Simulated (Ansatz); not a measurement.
Program: Ansatz. Geometries: PBE0-D4/def2-TZVP. ΔE: electronic, gas phase. CCSD(T)/CBS adds triple-zeta CCSD(T) − MP2 to the extrapolated MP2 energy (def2 sets, frozen cores). Functionals use def2-TZVPP. HSE06 is defined as in plane-wave codes. One conformer a species, not always the lowest.

Reaction (cleavage of the Si–Si bond): `C=C(C)[SiH2][SiH3]` + `CN[SiH3]` → `CN([SiH3])[SiH3]` + `C=C(C)[SiH3]`

| level | ΔE (kJ/mol) | difference from CCSD(T)/CBS |
| --- | --- | --- |
| HSE06-D4 | -36.5 | 15.9 |
| BLYP | -41.3 | 11.1 |
| r2SCAN | -43.6 | 8.8 |
| r2SCAN0 | -46.1 | 6.3 |
| HSE06 | -35.3 | 17.1 |
| LC-ωPBE | -42.9 | 9.5 |
| SCS-MP2/def2-TZVPP | -62.4 | -10.0 |
| CCSD/def2-TZVPP | -53.9 | -1.5 |
| MP2/def2-QZVPP | -60.9 | -8.5 |
| CCSD/CBS(def2) | -53.4 | -1.0 |
| CCSD(T)/CBS | -52.4 | 0 |

Largest T1 diagnostic among the species: 0.012.

Leaving LDA and LC-ωPBE aside and taking each functional with its dispersion term where it has one, the values, not all of them listed here, spread over 25.0 kJ/mol, from BHLYP-D4 to PBE-D4. LDA lies −6.2 kJ/mol from PBE without D4. From BLYP to BHLYP (50 % exact exchange), in def2-TZVPP and without D4, ΔE moves by −13.0 kJ/mol.
